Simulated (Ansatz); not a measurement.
A run on C$_{3}$H$_{9}$ClO$_{3}$Ti (`C[O][Ti]([Cl])([O]C)[O]C`) with other settings.

```yaml
crystal:
  periodic: [false, false, false]
  atoms:
    - {symbol: C, position_ang: [0.888371, 0.381940, 2.651839]}
    - {symbol: O, position_ang: [1.076715, 0.066690, 1.307872]}
    - {symbol: Ti, position_ang: [0.482665, -0.735761, -0.151932]}
    - {symbol: Cl, position_ang: [1.692571, -2.580088, -0.538797]}
    - {symbol: O, position_ang: [0.626419, 0.366562, -1.527505]}
    - {symbol: C, position_ang: [1.148269, 1.544329, -2.058177]}
    - {symbol: O, position_ang: [-1.215325, -1.177343, 0.071195]}
    - {symbol: C, position_ang: [-2.512742, -1.206693, -0.435714]}
    - {symbol: H, position_ang: [1.615710, -0.159195, 3.264616]}
    - {symbol: H, position_ang: [1.033368, 1.455707, 2.805710]}
    - {symbol: H, position_ang: [-0.120288, 0.111299, 2.981616]}
    - {symbol: H, position_ang: [1.629862, 2.146465, -1.280428]}
    - {symbol: H, position_ang: [1.888609, 1.307332, -2.828298]}
    - {symbol: H, position_ang: [0.346966, 2.133664, -2.514585]}
    - {symbol: H, position_ang: [-2.589450, -0.615208, -1.354225]}
    - {symbol: H, position_ang: [-3.210068, -0.801202, 0.303881]}
    - {symbol: H, position_ang: [-2.800754, -2.238899, -0.656969]}
basis:
  gaussian: {orbitals: def2-SVPD, fitting: {mean_field: def2-universal-jkfit}}
hamiltonian: {xc: {name: rPW86-PBE}}
```

```sh
$ ansatz run in.yaml --threads 4 --pin off --events-out ev --progress --plain --max-ram 66560MiB --backend cpu
```

Output, abridged:

```
Functional definition: rPW86-PBE
1010 factors; integrals over basis functions are off by at most 2.4e-1 eV
mean field evaluation 1: about -45048.7958 eV, gradient 1.1e2 eV
mean field evaluation 2: about -44530.0793 eV, gradient 5.0e2 eV
mean field evaluation 4: about -45047.3560 eV, gradient 1.2e2 eV
mean field evaluation 8: about -45074.0712 eV, gradient 5.0e-1 eV
mean field evaluation 16: about -45074.0717 eV, gradient 3.8e-4 eV
mean field -45074.07173338 eV, -1656.4415838987 hartree, gradient 6.5e-5 eV, S^2 0.000000; 0 other end points of the search recorded, 0 dependent functions left out
reference -45074.07189134 eV, -1656.4415897034 hartree; 45, 45 occupied and 217, 217 virtual orbitals, 1010 factors
Total energy: -45074.07189134 eV, -1656.4415897034 hartree
```

Hardware: 4 threads of an AMD EPYC 7R13 on a shared host. Wall time 8 s, peak host memory 0.66 GiB.
